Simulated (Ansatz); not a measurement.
`BCCl` + `N[SiH]1CN1` → `BN[SiH]1CN1` + `CCl`  (ligand exchange at a B–C bond)

Computed with Ansatz on PBE0-D4/def2-TZVP structures; ΔE is electronic, products minus reactants. CCSD(T)/CBS adds triple-zeta CCSD(T) − MP2 to the extrapolated MP2 energy (def2 sets, frozen cores). This one scheme is used for every species. DFT in def2-TZVPP. B3LYP here is the variant with VWN-RPA as its local correlation; programs differ in this. One conformer a species, not always the lowest.

```json
{"level": "B3LYP-D4", "ΔE (kcal/mol)": "-33.2"}
{"level": "ωB97M-V", "ΔE (kcal/mol)": "-32.5"}
{"level": "SCS-MP2/def2-TZVPP", "ΔE (kcal/mol)": "-33.4"}
{"level": "HF/def2-QZVPP", "ΔE (kcal/mol)": "-32.0"}
```

Question: What does CCSD(T)/CBS give? (An estimate is asked.)

Answer: Ansatz gave: -32.8 kcal/mol. The listed levels differ from it by -0.4, 0.3, -0.6, 0.8 kcal/mol.

Largest T1 diagnostic among the species: 0.013.

In def2-TZVPP, CCSD(T) changes the Hartree–Fock value by −1.5 kcal/mol (the triples alone add −0.5 kcal/mol) and MP2 by −1.6 kcal/mol.
